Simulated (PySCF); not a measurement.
Electronic structure of Ag²⁺ (silver, charge +2) at the r2SCAN level

Configuration: [Kr] 4d9, 2D determinant. All numbers are calculated (PySCF 2.14, scalar relativity by spin-free X2C-1e, in x2c-SVPall).

```
Total energy                                                  : -5313.80 hartree
One-electron energy                                           : -7288.72 hartree
Hartree (Coulomb) energy                                      : 2124.91 hartree
Exchange-correlation energy                                   : -149.99 hartree
⟨S²⟩                                                          : 0.7509
⟨L²⟩                                                          : 6.008
Sum of ⟨r⟩                                                    : 26.99 bohr
Sum of ⟨r²⟩                                                   : 29.86 bohr²
Traceless quadrupole moment −½Σ⟨3z² − r²⟩ along its main axis : -0.562 e·bohr²
Langevin diamagnetic susceptibility                           : -23.7 ×10⁻⁶ cm³/mol
Time after the integrals                                      : 2.2 s of wall time on 1 thread of Neoverse-V1 (shared host)
```

```csv
shell,electrons,mean orbital energy (hartree),spread (hartree),"rms radius, mean of both spins (bohr)"
1s α,1,-931.92767,0,0.0357
1s β,1,-931.92765,0,0.0357
2s α,1,-138.49789,0,0.146
2s β,1,-138.48774,0,0.146
2p α,3,-124.32091,0.01397,0.130
2p β,3,-124.31337,0.00558,0.130
3s α,1,-26.30627,0,0.393
3s β,1,-26.30392,0,0.393
3p α,3,-21.59545,0.02811,0.396
3p β,3,-21.59211,0.02494,0.396
3d α,5,-14.15746,0.03273,0.377
3d β,5,-14.14986,0.02543,0.377
4s α,1,-4.43673,0,0.977
4s β,1,-4.39165,0,0.977
4p α,3,-3.06207,0.06258,1.07
4p β,3,-3.01671,0.01338,1.07
4d α,5,-1.09014,0.07267,1.43
4d β,4,-1.05717,0.05177,1.43
```

Densities and radii are taken from the X2C orbitals without a picture-change correction, which distorts them close to the nucleus.
